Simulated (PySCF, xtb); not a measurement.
TiF4, SMILES [F][Ti]([F])([F])[F], multiplicity 1.

GFN2-xTB (xtb) at its own geometry gives an orbital gap of 5.80 eV and a dipole moment of 0.00 D.

Geometry: B3LYP-D3(BJ)/def2-SVP. The spin state was assumed, not searched. The isomer is the one that the SMILES or the coordinates give; other isomers of the formula were not compared.

Question: What does r2SCAN/def2-TZVP in PySCF give? (The exact figures need the calculation; the answer reports its results.)

Answer: gap 6.99 eV (levels -10.98 and -3.99 eV), dipole 0.00 D.
